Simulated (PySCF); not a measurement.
Distances in Å between the heavy atoms of a computed structure (PBE0-D3(BJ)/def2-SVP; lower triangle, same order across):
```
C1    0.00
N2    1.44  0.00
C3    2.43  1.44  0.00
B4    2.49  1.40  2.50  0.00
O5    3.74  2.40  2.87  1.37  0.00
Si6   5.27  4.02  4.51  2.78  1.66  0.00
```

Hydrogens: 3 on C1, 3 on C3, 1 on B4, 3 on Si6.

Neutral, closed shell.

Which heavy atoms are bonded, and with what formal order?

C1–N2 (single); N2–C3 (single); N2–B4 (single); B4–O5 (single); O5–Si6 (single).

Give the structure as a SMILES string.

`CN(C)BO[SiH3]`, C2H10BNOSi. Among its features: Si–H bond and three-coordinate boron.

Classify the heavy atoms.

C1/C3: N-methyl carbon; N2: boron-bound nitrogen; B4: three-coordinate boron; O5: boron-bound oxygen; Si6: oxygen-bound silicon.

The values belong to the conformer `[CH3:1][N:2]([CH3:3])[BH:4][O:5][SiH3:6]`: C1–N2–B4–O5 179°, N2–B4–O5–Si6 178°.
